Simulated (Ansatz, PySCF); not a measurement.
Species: SiH$_{2}$Br, charge 0, doublet. SiH2Br (SMILES [SiH2]Br, doublet).
B3LYP-D3(BJ)/def2-TZVP minimum from Ansatz (an electronic-structure program):
```
Si
H 1 1.4845
H 1 1.4845 2 110.79
Br 1 2.2355 2 108.31 3 -118.67
```
Charge 0, spin multiplicity 2.

Atomisation energy term by term, kcal/mol (programs: Ansatz). UHF or UKS for unpaired electrons; spin-orbit terms are left out. Correlated methods leave the cores frozen (noble-gas shells, and filled d and f shells in the p block). No relativity. CBS(X,Y): correlation extrapolated as X^-3, Hartree-Fock from the larger set. A bracket is a step between two methods taken in the basis named. Where a partner has so few electrons that a lower coupled-cluster level is exact, that level stands in. Spin-orbit terms, left out, reach several kcal/mol for Br and I, and more for heavier atoms.

```
term                                                                   basis  kcal/mol
-----------------------  ---------------------------------------------------  --------
Hartree-Fock                                                      def2-QZVPP    176.11
CCSD correlation                                  CBS(def2-TZVPP,def2-QZVPP)     50.97
(T)                                               CBS(def2-TZVPP,def2-QZVPP)      3.15
CCSDT(Q) - CCSD(T)                                                def2-TZVPP      0.07
CCSDTQ - CCSDT(Q)                                                   def2-SVP     -0.02
minus zero-point energy  harmonic, PySCF's Hessian at B3LYP-D3(BJ)/def2-TZVP    -10.06
sum: D0                                                                          220.2
```

The step beyond CCSD(T) by other levels: CCSDTQ in def2-SVP 0.25; CCSDT(Q) in def2-SVP 0.27 kcal/mol.
